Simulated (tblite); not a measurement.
C4H12BOPSi.
Geometry (GFN2-xTB, Å), atoms numbered from 1 in this order:
```xyz
20
C4H12BOPSi angstrom
B     -2.135   -0.611   -1.299
P     -0.795   -0.320    0.093
C     -0.578   -1.561    1.455
C      0.127    1.194    0.600
Si     0.140    2.832    1.495
C      0.838    0.393   -0.194
O      1.989    0.273   -0.826
C      2.119   -0.890   -1.628
H     -1.838   -1.687   -1.722
H     -3.181   -0.600   -0.738
H     -1.970    0.282   -2.063
H     -0.436   -2.548    1.015
H      0.268   -1.305    2.088
H     -1.490   -1.584    2.051
H      1.316    2.857    2.369
H     -1.085    2.914    2.290
H      0.208    3.915    0.514
H      3.043   -0.773   -2.192
H      2.182   -1.785   -1.001
H      1.273   -0.986   -2.313
```

All values are computed: GFN2-xTB (tblite) harmonic vibrations without scaling, gas phase. This tight-binding method is rough: wavenumbers can miss measured ones by several per cent, in bad cases by 10 to 20. Modes of hydrogen on boron and silicon can be 10 to 20 % off. One conformer, not necessarily the lowest. The optimisation stopped once no atom felt more than 0.01 eV/Å.

Lowest wavenumbers of the output (negative numbers stand for imaginary wavenumbers):
```
mode    cm-1
  1     -42.8
  2      46.7
  3      55.9
  4      80.4
  5      94.6
  6     101.9
  7     105.8
  8     133.5
  9     140.8
 10     179.3
 11     197.1
 12     270.1
 13     373.4
 14     421.6
 15     441.8
```

Task: Is this structure a minimum?

Result: Not by this Hessian. 1 mode is imaginary beyond 20i (43i cm⁻¹), so at this level the point lies at or near a first-order saddle. The curvature is small, so loose convergence or finite differences may be the whole cause.

Task: Which atoms move in the imaginary mode?

Result: 43i: H17 (Si–H hydrogen) 33 %, H15 (Si–H hydrogen) 33 %, H16 (Si–H hydrogen) 32 %. These are shares of the mass-weighted motion.

Task: What is the remedy?

Result: Step along that mode in both directions, optimise again with tighter thresholds and repeat the frequencies. The zero-point energy of this point (89.1 kcal/mol) counts the 53 real modes alone, and thermal corrections from it aren't those of a minimum.
